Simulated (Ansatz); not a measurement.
Process, species as SMILES: C=[SiH] (CH3Si) -> [SiH-]=C (an electron is taken up)

Wanted: adiabatic electron affinity (0 K, with zero-point energies), in eV. Positive where the reaction releases energy. Conventions: UHF or UKS for open shells; non-relativistic; no dispersion term unless named; six Cartesian d functions in 6-31G* and its kin unless marked 5d; spin-orbit terms left out. Ab initio and DFT rows: single points at B3LYP-D3(BJ) geometries (Ansatz, a program for electronic structure), with unscaled harmonic terms from B3LYP/6-31G* (Ansatz) at its own minima. Sets without +, aug- or the D of def2-TZVPD hold no diffuse functions, which anions need.

```csv
species,coefficient,"E at B3LYP/6-31G* (Ansatz), Eh","E at wB97M-V/def2-TZVPD (Ansatz), Eh","zero-point energy, kcal/mol"
C=[SiH] (CH3Si),+1,-329.29176,-329.26202,18.87
C=[SiH-],-1,-329.35053,-329.33474,18.98
```

 1 Eh = 27.2114 eV and 1 eV = 23.0605 kcal/mol.

Task: Work the quantity out at each level.

Result: 
- B3LYP/6-31G*: the sum of coefficient times E is 0.05877 Eh, or 1.599 eV; the thermal terms add -0.005. Result: 1.59 eV.
- wB97M-V/def2-TZVPD: the sum of coefficient times E is 0.07272 Eh, or 1.979 eV; the thermal terms add -0.005. Result: 1.97 eV.
